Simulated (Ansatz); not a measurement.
This geometry of C2H8S2Si (13 atoms, charge 0, multiplicity 1) is a first-order saddle point.

All numbers below come from RKS r2SCAN-D4/6-31G (Ansatz 0.2.0).

```xyz
13
Properties=species:S:1:pos:R:3
Si -1.675 -0.986 -0.790
C 0.214 -1.305 -0.634
S 1.262 0.251 -0.931
C 0.978 1.053 0.749
S 1.910 2.700 0.734
H -2.089 0.135 0.122
H -2.005 -0.620 -2.206
H -2.440 -2.223 -0.398
H 0.541 -2.009 -1.407
H 0.492 -1.731 0.338
H -0.089 1.236 0.894
H 1.385 0.405 1.529
H 1.536 3.057 2.014
```

Q: Which two structures does it join? (They come from a converged band through this point; their orientation in space is the band's.)

A: No bond is made or broken. The dihedral S3–C4–S5–H13 goes from 62 to -60°.

Image 0:

```xyz
13
Properties=species:S:1:pos:R:3
Si -1.628 -0.803 -0.808
C 0.220 -1.289 -0.610
S 1.379 0.219 -0.690
C 1.125 0.840 1.076
S 1.706 2.610 1.273
H -1.990 0.256 0.197
H -1.858 -0.268 -2.190
H -2.515 -1.999 -0.579
H 0.536 -1.930 -1.440
H 0.420 -1.833 0.320
H 0.067 0.754 1.334
H 1.736 0.256 1.767
H 0.821 3.154 0.366
```

Image 8:

```xyz
13
Properties=species:S:1:pos:R:3
Si -1.669 -1.099 -0.714
C 0.251 -1.133 -0.699
S 1.034 0.592 -0.862
C 0.645 1.246 0.869
S 1.676 2.760 1.262
H -2.175 -0.212 0.390
H -2.153 -0.572 -2.031
H -2.212 -2.486 -0.495
H 0.626 -1.688 -1.566
H 0.653 -1.614 0.201
H -0.392 1.579 0.933
H 0.835 0.452 1.596
H 2.901 2.140 1.131
```

Q: How far does it lie above each of them?

A: 14.1 kJ/mol above the first and 14.0 kJ/mol above the second. This is the barrier of this one path; another mechanism may lie lower. Limits of this set-up: no polarisation functions.

Run time: 10 min on 1 thread of Intel(R) Xeon(R) 6975P-C (Granite Rapids) (shared host), peak memory 0.18 GiB.
